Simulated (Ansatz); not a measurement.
Species: GeN2H5, charge 0, doublet. GeN2H5 (SMILES [NH][GeH2][NH2], doublet).
B3LYP-D3(BJ)/def2-TZVP minimum from Ansatz (a quantum-chemistry and plane-wave program):
```xyz
8

Ge     0.0363     0.3068     0.1031
N      1.3947    -0.5938    -0.8426
N     -1.4453    -0.7562     0.3413
H      0.5671     0.6805     1.5009
H     -0.4045     1.5386    -0.7117
H      2.2002     0.0351    -0.9525
H     -1.8955    -1.0359    -0.5206
H     -1.2737    -1.5852     0.8956
```
Charge 0, spin multiplicity 2.

Total energies in cc-pVDZ, 19 correlated electrons, 16 frozen orbitals. Open shells are spin-unrestricted; no spin-orbit coupling. Cores are frozen in correlated methods (noble-gas shells, and filled d and f shells in the p block). No relativity.

```
method    program  energy (Eh)  minus CCSDT(Q) (mEh)
--------  -------  -----------  --------------------
HF         Ansatz  -2187.11593                461.59
MP2        Ansatz  -2187.52181                 55.71
CCSD       Ansatz  -2187.56455                 12.97
CCSD(T)    Ansatz  -2187.57546                  2.06
CCSDT(Q)   Ansatz  -2187.57752                  0.00
```

Rough core times of Ansatz's runs on a shared machine: CCSD(T) under 20 s, CCSDT(Q) 10 min.
